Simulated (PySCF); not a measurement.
[Rh(H2O)6]3+: Rh(III) (d6), charge +3. The structure is a PBE0-D3(BJ)/def2-SVP, IEF-PCM water geometry optimised for multiplicity 1; coordination octahedral, point group C1, metal–donor distances 2.02 Å.

The d shell alone is too small an active space for [Rh(H2O)6]3+ (an active orbital has only 0.68 squared overlap with the free ion's shell): its levels, fitted parameters, g values and moments show what this model gives and aren't sound predictions.

Method (PySCF 2.14, density fitting): CASSCF(6,5) with orbitals averaged over all microstates of the shell, strongly contracted NEVPT2 on the averaged canonical orbitals; basis x2c-TZVPall on the metal, x2c-SVPall elsewhere; spin-free X2C; IEF-PCM water; spin-orbit coupling by state interaction with the mean-field operator over all roots.

CASSCF energies above the lowest CASSCF root:

```tsv
state	CASSCF / cm⁻¹
1A1g-like	0
3T1g-like	16659
3T1g-like	16751
3T1g-like	16769
3T2g-like	21902
3T2g-like	21982
3T2g-like	22317
1T1g-like	23254
1T1g-like	23313
1T1g-like	23364
5T2g-like	24091
5T2g-like	24270
5T2g-like	24416
1T2g-like	33391
1T2g-like	33479
1T2g-like	34192
3T1g-like	40587
3T1g-like	40679
3T1g-like	40779
3T2g-like	41268
3T2g-like	41573
3T2g-like	41671
```

Task: How does dynamic correlation (SC-NEVPT2) move these states?

Result: 
```tsv
state	NEVPT2 / cm⁻¹	shift / cm⁻¹
1A1g-like	0	0
3T1g-like	21812	+5153
3T1g-like	21867	+5116
3T1g-like	21930	+5161
3T2g-like	26416	+4514
3T2g-like	26547	+4564
3T2g-like	26589	+4272
1T1g-like	27925	+4671
1T1g-like	27943	+4630
1T1g-like	28087	+4722
5T2g-like	35673	+11582
5T2g-like	35887	+11618
5T2g-like	36083	+11668
1T2g-like	36444	+3053
1T2g-like	36580	+3101
1T2g-like	36797	+2605
3T1g-like	49829	+9242
3T1g-like	49941	+9263
3T1g-like	50032	+9253
3T2g-like	50631	+9363
3T2g-like	50783	+9210
3T2g-like	50913	+9242
```

These are spin-free levels; spin-orbit coupling mixes and splits them, by more than some of the gaps here.

NEVPT2 lifts 1T1g-like from 23254 to 27925 cm⁻¹; on the d shell alone it tends to overshoot states that fill the eg-type orbitals. NEVPT2 on the d shell alone tends to put d–d bands too high for such charged or covalently bound ions. Gaps between spin states lean to high spin in this active space.
